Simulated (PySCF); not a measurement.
AlH3Se. Atoms are numbered in the order given.

```xyz
5

Al     0.0033    -1.5924     0.0000
H     -1.3976    -2.3193     0.0000
H      1.3960    -2.3369     0.0000
Se    -0.0431     0.7221     0.0000
H      1.4230     0.8062     0.0000
```
Charge 0, spin multiplicity 1.

Geometry optimised at r2SCAN-D4/def2-TZVP.

All values below come from B3LYP/pcSseg-2 (PySCF).

GIAO shieldings, no solvent; atoms alike by connectivity are averaged. δ = σ(ref) − σ: ¹H against TMS (σ = 31.68 ppm); ⁷⁷Se against Me2Se (σ = 1646.2 ppm), references at their B3LYP-D3(BJ)/def2-TZVP geometries, non-relativistic.

Estimate the chemical shifts. (The exact figures need the calculation; the answer reports its results.)


| nucleus | atoms | count | δ (ppm) |
|---|---|---|---|
| ¹H | H2, H3 | 2 | 5.59 |
| ¹H | H5 | 1 | 1.54 |
| ⁷⁷Se | Se4 | 1 | -273.3 |
